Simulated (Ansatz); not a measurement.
C$_{2}$H$_{4}$Ge (`[CH]1=[CH][GeH2]1`) at its PBE0-D4/def2-TZVP geometry, where that method's forces vanish. The species carries charge 0 and has multiplicity 1.

| atom | x (Å) | y (Å) | z (Å) |
| --- | --- | --- | --- |
| C1 | 0.3741 | -0.8544 | 0.4408 |
| C2 | 0.1859 | 0.3474 | 0.9534 |
| Ge3 | -0.3533 | 0.3198 | -0.8795 |
| H4 | 0.7468 | -1.8153 | 0.7756 |
| H5 | 0.3312 | 0.8394 | 1.9079 |
| H6 | 0.5527 | 0.9207 | -1.9557 |
| H7 | -1.8374 | 0.2423 | -1.2424 |

**Question.** For each bond, give half the difference of the two atoms' forces along it (eV/Å; positive pushes the atoms apart) under PBE-D4, r2SCAN-D4, B3LYP-D4, ωB97M-V in def2-TZVPP. (Estimate.)

**Answer.** Computed: 
| bond | length (Å) | PBE-D4 | r2SCAN-D4 | B3LYP-D4 | ωB97M-V |
| --- | --- | --- | --- | --- | --- |
| C1–C2 | 1.320 | 0.42 | 0.09 | 0.08 | 0.06 |
| C1–Ge3 | 1.911 | 0.34 | 0.13 | 0.29 | 0.09 |
| C1–H4 | 1.084 | -0.08 | -0.05 | -0.14 | -0.10 |
| C2–Ge3 | 1.911 | 0.34 | 0.13 | 0.29 | 0.09 |
| C2–H5 | 1.084 | -0.08 | -0.05 | -0.14 | -0.10 |
| Ge3–H6 | 1.530 | -0.04 | -0.08 | -0.10 | -0.09 |
| Ge3–H7 | 1.530 | -0.04 | -0.08 | -0.10 | -0.09 |

B3LYP here is the variant with VWN-RPA as its local correlation; programs differ in this.
